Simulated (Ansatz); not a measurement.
Ansatz (a first-principles code) input for dimethylboranyl formate (C₃H₇BO₂), SMILES CB(C)OC=O, PBE-D3(BJ)/def2-SVP. 

Ansatz 0.2 input:
```yaml
crystal:
  periodic: [false, false, false]
  atoms:
    - {symbol: C, position_ang: [-1.72076521, 1.53948634, -0.17455403]}
    - {symbol: B, position_ang: [-0.73434943, 0.33978769, 0.04759612]}
    - {symbol: C, position_ang: [-1.21366556, -1.14504538, 0.21230106]}
    - {symbol: O, position_ang: [0.61899092, 0.69253224, 0.12080893]}
    - {symbol: C, position_ang: [1.68534028, -0.13687146, 0.09800194]}
    - {symbol: O, position_ang: [1.69893023, -1.25752685, -0.31998064]}
    - {symbol: H, position_ang: [-2.47835984, 1.29152625, -0.93775738]}
    - {symbol: H, position_ang: [-1.22370774, 2.48255587, -0.44517268]}
    - {symbol: H, position_ang: [-2.28991826, 1.70603789, 0.75968834]}
    - {symbol: H, position_ang: [-0.64481570, -1.70602716, 0.97026356]}
    - {symbol: H, position_ang: [-2.28970886, -1.21427060, 0.43267904]}
    - {symbol: H, position_ang: [-1.02711398, -1.67543876, -0.73936348]}
    - {symbol: H, position_ang: [2.57654516, 0.39121807, 0.50056208]}
basis:
  gaussian:
    orbitals: def2-SVP
hamiltonian:
  xc: pbe
  dispersion: d3bj
relax: {f_tol: 0.002, max_steps: 200}
```

It prints:

```
WARN ansatz: RAYON_NUM_THREADS=2 ignored (pool sized by the plan → 2); use --threads N
Functional definition: PBE
integrals: 0.06 GiB planned
1320 factors; their error is unknown
mean field: 0.36 GiB planned
mean field evaluation 1: about -7966.8053 eV, gradient 8.2e1 eV
mean field evaluation 2: about -7944.0638 eV, gradient 1.3e2 eV
mean field evaluation 4: about -7981.3840 eV, gradient 1.0e1 eV
mean field evaluation 8: about -7981.5868 eV, gradient 3.4e-1 eV
mean field evaluation 16: about -7981.5414 eV, gradient 2.1e-4 eV
mean field -7981.54137759 eV, -293.3162355434 hartree, gradient 7.1e-5 eV, S^2 0.000000; 0 other end points of the search recorded, 0 dependent functions left out
the calculation of the forces begins
reference -7981.54141202 eV, -293.3162368087 hartree; 23, 23 occupied and 96, 96 virtual orbitals, 1320 factors
relax step   1: F+E_penalty+E_count = -7981.78374538 eV  Δ(F+E_penalty+E_count) = +0.000e0 eV  max|allowed force component| = 8.938e-1 eV/Å  Δτ_max = 0.0000 Å  (28 SCF iters, accepted)
these checks for a lower state are left out or cut short: starts, cluster_reference, orbital_swaps, neighbouring_geometries, increment
integrals: 0.06 GiB planned
1320 factors; their error is unknown
mean field: 0.36 GiB planned
mean field -7981.55646056 eV, -293.3167898324 hartree, gradient 1.6e-5 eV, S^2 0.000000; 0 other end points of the search recorded, 0 dependent functions left out
the calculation of the forces begins
reference -7981.55649509 eV, -293.3167911012 hartree; 23, 23 occupied and 96, 96 virtual orbitals, 1320 factors
relax step   2: F+E_penalty+E_count = -7981.79806728 eV  Δ(F+E_penalty+E_count) = -1.432e-2 eV  max|allowed force component| = 1.809e-1 eV/Å  Δτ_max = 0.0170 Å  (31 SCF iters, accepted)
these checks for a lower state are left out or cut short: starts, cluster_reference, orbital_swaps, neighbouring_geometries, increment
integrals: 0.06 GiB planned
1320 factors; their error is unknown
mean field: 0.36 GiB planned
mean field evaluation 32: about -7981.5543 eV, gradient 1.6e-5 eV
mean field -7981.55433649 eV, -293.3167117740 hartree, gradient 1.6e-5 eV, S^2 0.000000; 0 other end points of the search recorded, 0 dependent functions left out
the calculation of the forces begins
reference -7981.55437103 eV, -293.3167130434 hartree; 23, 23 occupied and 96, 96 virtual orbitals, 1320 factors
relax step   3: F+E_penalty+E_count = -7981.79570066 eV  Δ(F+E_penalty+E_count) = +2.367e-3 eV  max|allowed force component| = 2.996e-1 eV/Å  Δτ_max = 0.0269 Å  (30 SCF iters, rejected (line search))
these checks for a lower state are left out or cut short: starts, cluster_reference, orbital_swaps, neighbouring_geometries, increment
integrals: 0.06 GiB planned
1320 factors; their error is unknown
mean field: 0.36 GiB planned
mean field -7981.55817895 eV, -293.3168529818 hartree, gradient 2.4e-5 eV, S^2 0.000000; 0 other end points of the search recorded, 0 dependent functions left out
the calculation of the forces begins
reference -7981.55821351 eV, -293.3168542519 hartree; 23, 23 occupied and 96, 96 virtual orbitals, 1320 factors
relax step   4: F+E_penalty+E_count = -7981.79956708 eV  Δ(F+E_penalty+E_count) = -1.500e-3 eV  max|allowed force component| = 5.193e-2 eV/Å  Δτ_max = 0.0134 Å  (31 SCF iters, accepted)
these checks for a lower state are left out or cut short: starts, cluster_reference, orbital_swaps, neighbouring_geometries, increment
integrals: 0.06 GiB planned
1320 factors; their error is unknown
mean field: 0.36 GiB planned
mean field -7981.55831259 eV, -293.3168578931 hartree, gradient 1.6e-5 eV, S^2 0.000000; 0 other end points of the search recorded, 0 dependent functions left out
the calculation of the forces begins
reference -7981.55834715 eV, -293.3168591632 hartree; 23, 23 occupied and 96, 96 virtual orbitals, 1320 factors
relax step   5: F+E_penalty+E_count = -7981.79972385 eV  Δ(F+E_penalty+E_count) = -1.568e-4 eV  max|allowed force component| = 1.598e-2 eV/Å  Δτ_max = 0.0055 Å  (31 SCF iters, accepted)
these checks for a lower state are left out or cut short: starts, cluster_reference, orbital_swaps, neighbouring_geometries, increment
integrals: 0.06 GiB planned
1320 factors; their error is unknown
mean field: 0.36 GiB planned
mean field -7981.55828840 eV, -293.3168570043 hartree, gradient 1.6e-5 eV, S^2 0.000000; 0 other end points of the search recorded, 0 dependent functions left out
the calculation of the forces begins
reference -7981.55832297 eV, -293.3168582746 hartree; 23, 23 occupied and 96, 96 virtual orbitals, 1320 factors
relax step   6: F+E_penalty+E_count = -7981.79973041 eV  Δ(F+E_penalty+E_count) = -6.558e-6 eV  max|allowed force component| = 2.466e-2 eV/Å  Δτ_max = 0.0063 Å  (31 SCF iters, accepted)
these checks for a lower state are left out or cut short: starts, cluster_reference, orbital_swaps, neighbouring_geometries, increment
integrals: 0.06 GiB planned
1320 factors; their error is unknown
mean field: 0.36 GiB planned
mean field -7981.55827057 eV, -293.3168563490 hartree, gradient 1.5e-5 eV, S^2 0.000000; 0 other end points of the search recorded, 0 dependent functions left out
the calculation of the forces begins
reference -7981.55830513 eV, -293.3168576191 hartree; 23, 23 occupied and 96, 96 virtual orbitals, 1320 factors
relax step   7: F+E_penalty+E_count = -7981.79975088 eV  Δ(F+E_penalty+E_count) = -2.048e-5 eV  max|allowed force component| = 5.553e-3 eV/Å  Δτ_max = 0.0022 Å  (24 SCF iters, accepted)
these checks for a lower state are left out or cut short: starts, cluster_reference, orbital_swaps, neighbouring_geometries, increment
integrals: 0.06 GiB planned
1320 factors; their error is unknown
mean field: 0.36 GiB planned
mean field evaluation 64: about -7981.5582 eV, gradient 1.1e-5 eV
mean field -7981.55822999 eV, -293.3168548576 hartree, gradient 1.1e-5 eV, S^2 0.000000; 0 other end points of the search recorded, 0 dependent functions left out
the calculation of the forces begins
reference -7981.55826455 eV, -293.3168561275 hartree; 23, 23 occupied and 96, 96 virtual orbitals, 1320 factors
relax step   8: F+E_penalty+E_count = -7981.79974851 eV  Δ(F+E_penalty+E_count) = +2.368e-6 eV  max|allowed force component| = 5.576e-3 eV/Å  Δτ_max = 0.0014 Å  (24 SCF iters, rejected (line search))
these checks for a lower state are left out or cut short: starts, cluster_reference, orbital_swaps, neighbouring_geometries, increment
integrals: 0.06 GiB planned
1320 factors; their error is unknown
mean field: 0.36 GiB planned
mean field -7981.55825646 eV, -293.3168558303 hartree, gradient 2.1e-5 eV, S^2 0.000000; 0 other end points of the search recorded, 0 dependent functions left out
the calculation of the forces begins
reference -7981.55829102 eV, -293.3168571004 hartree; 23, 23 occupied and 96, 96 virtual orbitals, 1320 factors
relax step   9: F+E_penalty+E_count = -7981.79975322 eV  Δ(F+E_penalty+E_count) = -2.339e-6 eV  max|allowed force component| = 3.374e-3 eV/Å  Δτ_max = 0.0007 Å  (22 SCF iters, accepted)
these checks for a lower state are left out or cut short: starts, cluster_reference, orbital_swaps, neighbouring_geometries, increment
integrals: 0.06 GiB planned
1320 factors; their error is unknown
mean field: 0.36 GiB planned
mean field -7981.55825370 eV, -293.3168557288 hartree, gradient 2.2e-5 eV, S^2 0.000000; 0 other end points of the search recorded, 0 dependent functions left out
the calculation of the forces begins
reference -7981.55828826 eV, -293.3168569989 hartree; 23, 23 occupied and 96, 96 virtual orbitals, 1320 factors
relax step  10: F+E_penalty+E_count = -7981.79975409 eV  Δ(F+E_penalty+E_count) = -8.741e-7 eV  max|allowed force component| = 1.834e-3 eV/Å  Δτ_max = 0.0018 Å  (22 SCF iters, accepted)
integrals: 0.06 GiB planned
1320 factors; their error is unknown
mean field: 0.36 GiB planned
mean field evaluation 96: about -7981.5583 eV, gradient 6.7e-5 eV
mean field -7981.55825370 eV, -293.3168557288 hartree, gradient 2.2e-5 eV, S^2 0.000000; 1 other end points of the search recorded, 0 dependent functions left out
the calculation of the forces begins
reference -7981.55828826 eV, -293.3168569989 hartree; 23, 23 occupied and 96, 96 virtual orbitals, 1320 factors
Total energy: -7981.79978865 eV, -293.3257319748 hartree
Atom 0 at    -1.723613     1.544754    -0.179073 Å, force    -0.000379    -0.001002    -0.000452 eV/Å
Atom 1 at    -0.738290     0.342344     0.051098 Å, force    -0.000610    -0.000106     0.000566 eV/Å
Atom 2 at    -1.213600    -1.145793     0.220507 Å, force     0.000362    -0.000385    -0.000747 eV/Å
Atom 3 at     0.622683     0.702227     0.129250 Å, force    -0.000673    -0.000018     0.000363 eV/Å
Atom 4 at     1.690098    -0.142510     0.095223 Å, force     0.000955    -0.000083    -0.001834 eV/Å
Atom 5 at     1.701672    -1.261072    -0.354762 Å, force    -0.000281     0.000715     0.000882 eV/Å
Atom 6 at    -2.483795     1.293908    -0.949017 Å, force     0.000890     0.000149    -0.000039 eV/Å
Atom 7 at    -1.224719     2.495400    -0.448298 Å, force    -0.000316     0.000205     0.000417 eV/Å
Atom 8 at    -2.304611     1.711635     0.756212 Å, force     0.000662     0.000441    -0.000184 eV/Å
Atom 9 at    -0.636574    -1.711484     0.979515 Å, force    -0.000060     0.000234     0.000209 eV/Å
Atom 10 at    -2.296247    -1.223215     0.440941 Å, force     0.000052    -0.000164     0.000199 eV/Å
Atom 11 at    -1.021572    -1.678892    -0.737181 Å, force    -0.000223     0.000460     0.000269 eV/Å
Atom 12 at     2.585970     0.380664     0.520659 Å, force    -0.000379    -0.000447     0.000352 eV/Å
Dipole moment:    -0.154273     0.222895     0.133509 e Å
```

The calculation finished and met its thresholds.
